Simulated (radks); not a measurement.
The numbers below are computed, except where a source is named.
Xe+, configuration [Kr] 4d10 5s2 5p5. Level of theory: Dirac Kohn-Sham, PBEsol, spin-unpolarised, spherical densities, finite nucleus; open shells are shared between the two j in proportion to 2j + 1; Fermi nuclear charge, rms radius 4.7859 fm (a radial shooting solver on a logarithmic mesh with Libxc functionals).

Unscreened Slater integrals over Kohn-Sham orbitals (hartree). Large and small components are both included.

integral            value
F0(5p3/2,5p3/2)   0.40713
F2(5p3/2,5p3/2)   0.21837
F0(5p3/2,5p1/2)   0.41572
G2(5p3/2,5p1/2)   0.22190
F0(5p3/2,5s1/2)   0.44307
G1(5p3/2,5s1/2)   0.28866
F0(5p3/2,4d5/2)   0.51280
F2(5p3/2,4d5/2)   0.13801
G1(5p3/2,4d5/2)  0.040890
G3(5p3/2,4d5/2)  0.038450
F0(5p1/2,5p1/2)   0.42504
F0(5p1/2,5s1/2)   0.45490
G1(5p1/2,5s1/2)   0.30611
F0(5p1/2,4d5/2)   0.53291
G3(5p1/2,4d5/2)  0.043956
F0(5s1/2,5s1/2)   0.49356
F0(5s1/2,4d5/2)   0.60479
G2(5s1/2,4d5/2)  0.072322
F0(4d5/2,4d5/2)    1.0241
F2(4d5/2,4d5/2)   0.51884
F4(4d5/2,4d5/2)   0.34486
